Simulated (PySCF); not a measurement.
C₂H₇NOSi₂, SMILES CC1=N[SiH2]O[SiH2]1.

Coordinates come from a PBE-D3(BJ)/def2-SVP optimisation. This is a generated structure with no PubChem entry under its InChIKey; it may be hypothetical.

Level of theory: PBE-D3(BJ)/def2-SVP (PySCF 2.14.0).

Frequencies are harmonic and unscaled.

```
mode  ν (cm⁻¹)  IR (km/mol)  moving atoms (share of kinetic energy)
----  --------  -----------  --------------------------------------
1          120          1.5                                  H 83 %
2          135          1.4                 O 47 %, H 35 %, Si 14 %
3          188          0.5                  H 40 %, N 37 %, C 16 %
4          272          0.6          C 37 %, H 31 %, Si 22 %, N 8 %
5          336          4.6                  H 53 %, C 33 %, N 13 %
6          401          4.7                 Si 51 %, O 23 %, C 16 %
7          441         20.3                 Si 48 %, N 24 %, C 15 %
8          532          0.7         C 43 %, Si 24 %, H 22 %, N 11 %
9          592         55.3                 H 67 %, C 21 %, Si 11 %
10         651         18.4                 H 64 %, Si 18 %, N 14 %
11         662         37.9                          H 84 %, O 11 %
12         672          7.9                                  H 93 %
13         678          2.9                 O 42 %, H 29 %, Si 28 %
14         721         46.4                 H 46 %, N 34 %, Si 10 %
15         766         16.5          H 41 %, Si 25 %, N 21 %, O 9 %
16         885        305.1                 H 57 %, O 20 %, Si 19 %
17         915        159.5                 O 52 %, H 32 %, Si 14 %
18         927        250.7                                  H 92 %
19         957         12.3                          H 86 %, Si 8 %
20         963          2.0                          H 61 %, C 39 %
21         973         41.5                  H 47 %, C 28 %, N 17 %
22        1141         14.8                          C 68 %, H 29 %
23        1314         15.5                          H 70 %, C 30 %
24        1377         20.9                                  H 95 %
25        1390         14.2                                  H 96 %
26        1614        132.8                          C 58 %, N 40 %
27        2159        130.9                                  H 98 %
28        2165        113.6                                  H 96 %
29        2191         95.9                                  H 98 %
30        2192        141.7                                  H 95 %
31        2957          5.7                                  H 97 %
32        3036          3.7                           H 91 %, C 9 %
33        3081          6.8                          H 90 %, C 10 %
```
